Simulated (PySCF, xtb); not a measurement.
C4H7O, SMILES C[CH]C(C)=O, multiplicity 2.

Geometry: ωB97X-D3(BJ)/def2-SVP. The isomer is the one that the SMILES or the coordinates give; other isomers of the formula were not compared. The values are those of a single conformer.

Level of theory: IEF-PCM-M06-2X/def2-SVP (PySCF 2.14.0).

The values are the electrostatic part of the solvation free energy, E(continuum) − E(gas) at the gas-phase geometry, in a cavity of scaled van der Waals radii (PySCF's table); cavitation and dispersion terms are not included. The dipole moment in vacuum is 2.98 D.

```tsv
solvent	ε	ΔG(elec) (kcal/mol)	dipole (D)
water	78.36	-5.0	4.03
ethylethanoate	5.99	-3.8	3.75
tetrahydrofuran	7.43	-4.1	3.81
```

For comparison, GFN2-xTB/ALPB(water) (xtb, at the GFN2-xTB geometry, all terms of that model) gives -5.0 kcal/mol.
